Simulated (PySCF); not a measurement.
Fe⁺ (iron, charge +1) across methods

[Ar] 3d7, high-spin 4F determinant (an excited configuration). Computed with PySCF 2.14 in x2c-QZVPPall with one added diffuse shell each of s, p, d, f, g type (12s8p6d5f3g, 128 functions), with the spin-free X2C one-electron Hamiltonian (Gaussian nucleus).

```csv
method,E (hartree),mean ε 3p β (eV),mean ε 3d α (eV),mean ε 3d β (eV),Σ⟨r²⟩ (bohr²),⟨S²⟩
r2SCAN,-1272.316,-62.175,-12.592,-10.510,21.16,3.755
wB97M-V,-1272.251,-67.351,-16.967,-14.844,21.19,3.756
PBE0,-1272.128,-64.665,-14.455,-12.175,21.01,3.754
LDA,-1269.802,-61.496,-12.769,-10.549,21.46,3.754
UHF,-1271.06802,-73.659,-20.013,-16.606,20.22,3.758
TPSSh,-1272.368,-62.847,-13.066,-11.241,21.18,3.753
PBE,-1272.116,-61.335,-12.483,-10.497,21.50,3.753
revPBE,-1272.267,-61.265,-12.399,-10.429,21.50,3.754
```
